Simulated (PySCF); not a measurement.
C5H14Si: full NMR table

```
Formula                               : C5H14Si
SMILES                                : CC(C)[SiH](C)C
InChI                                 : InChI=1S/C5H14Si/c1-5(2)6(3)4/h5-6H,1-4H3
Point group of the computed structure : C1
Degrees of unsaturation               : 0
Carbon signals                        : 3
Proton signals                        : 4
```

Molfile (atoms numbered from 1):
```
C5H14Si
     RDKit          3D

 20 19  0  0  0  0  0  0  0  0999 V2000
   -1.6633    0.9465    0.9812 C   0  0  0  0  0  0  0  0  0  0  0  0
   -0.9718    0.1833   -0.1460 C   0  0  0  0  0  0  0  0  0  0  0  0
   -1.7551   -1.0882   -0.4655 C   0  0  0  0  0  0  0  0  0  0  0  0
    0.8577   -0.2065    0.2763 Si  0  0  0  0  0  4  0  0  0  0  0  0
    1.8358    1.4105    0.4990 C   0  0  0  0  0  0  0  0  0  0  0  0
    1.6352   -1.2136   -1.1395 C   0  0  0  0  0  0  0  0  0  0  0  0
   -1.1540    1.8854    1.1846 H   0  0  0  0  0  0  0  0  0  0  0  0
   -1.6676    0.3559    1.8950 H   0  0  0  0  0  0  0  0  0  0  0  0
   -2.6970    1.1707    0.7186 H   0  0  0  0  0  0  0  0  0  0  0  0
   -1.0003    0.8190   -1.0387 H   0  0  0  0  0  0  0  0  0  0  0  0
   -1.3087   -1.6187   -1.3030 H   0  0  0  0  0  0  0  0  0  0  0  0
   -2.7873   -0.8519   -0.7238 H   0  0  0  0  0  0  0  0  0  0  0  0
   -1.7658   -1.7557    0.3938 H   0  0  0  0  0  0  0  0  0  0  0  0
    0.9105   -0.9897    1.5264 H   0  0  0  0  0  0  0  0  0  0  0  0
    1.4327    2.0166    1.3039 H   0  0  0  0  0  0  0  0  0  0  0  0
    2.8741    1.2023    0.7370 H   0  0  0  0  0  0  0  0  0  0  0  0
    1.8224    2.0125   -0.4053 H   0  0  0  0  0  0  0  0  0  0  0  0
    1.2047   -2.2079   -1.2039 H   0  0  0  0  0  0  0  0  0  0  0  0
    1.4884   -0.7293   -2.1010 H   0  0  0  0  0  0  0  0  0  0  0  0
    2.7042   -1.3306   -0.9921 H   0  0  0  0  0  0  0  0  0  0  0  0
  1  2  1  0
  2  3  1  0
  2  4  1  0
  4  5  1  0
  4  6  1  0
  1  7  1  0
  1  8  1  0
  1  9  1  0
  2 10  1  0
  3 11  1  0
  3 12  1  0
  3 13  1  0
  4 14  1  0
  5 15  1  0
  5 16  1  0
  5 17  1  0
  6 18  1  0
  6 19  1  0
  6 20  1  0
M  END
```

PySCF 2.14 calculation with geometry: GFN2-xTB and shielding tensors at PBE0/pcSseg-1 (GIAO); gas phase, averaged over atoms made equivalent by symmetry, fast rotation or ring inversion, a single conformation, non-relativistic.

Scale: ¹H, ¹³C, ²⁹Si vs TMS (reference shieldings calculated alike).

| carbon | δC, type | δH (multiplicity) | HMBC from (2–3 bonds) | span of the C tensor (ppm) |
| --- | --- | --- | --- | --- |
| C1/C3 | 20.9, CH3 | 1.08 (d) | H14, H7/H8/H9/H11/H12/H13, H10 | 34 |
| C2 | 19.3, CH | 0.69 (m) | H14, H7/H8/H9/H11/H12/H13, H15/H16/H17/H18/H19/H20 | 14 |
| C5/C6 | -4.7, CH3 | 0.05 (d) | H14, H10, H15/H16/H17/H18/H19/H20 | 4 |

Other nuclei:
| atoms | nucleus | environment | δ (ppm) | σ (ppm) |
| --- | --- | --- | --- | --- |
| H14 | ¹H | hydrogen on a silicon bonded to 3 C | 4.05 | 27.67 |
| Si4 | ²⁹Si | silicon bonded to 3 C, H | -9.6 | 358.8 |

- Carbon types of the structure: 1 × CH, 4 × CH3, leaving 1 H on heteroatoms.
- δC 20.9: methyl carbon; aliphatic region, no heteroatom directly attached.
- δC 19.3: sp3 CH bonded to Si.
- δC -4.7: methyl carbon bonded to Si; an electropositive neighbour leaves it electron-rich and shielded.
- δH 0.69: hydrogen on an sp3 CH bonded to Si; an electropositive neighbour shields it, as in TMS itself.
- δH 0.05: hydrogen on a methyl carbon bonded to Si; an electropositive neighbour shields it, as in TMS itself.

Shifts are as computed. Against solution values, carbons near 30 ppm lie about +3 ppm off and those near 130 ppm about +5 ppm. Of 1211 compounds with measured shifts, 218 miss one by over three times the rms of a fit or turn the order of signals round; such compounds aren't used in these exercises. No couplings were computed; multiplicities are counted from neighbouring protons, with m where these are inequivalent, close in shift, in a saturated or five-membered ring or joined by F or P, and br s for small geminal =CH2 splittings.
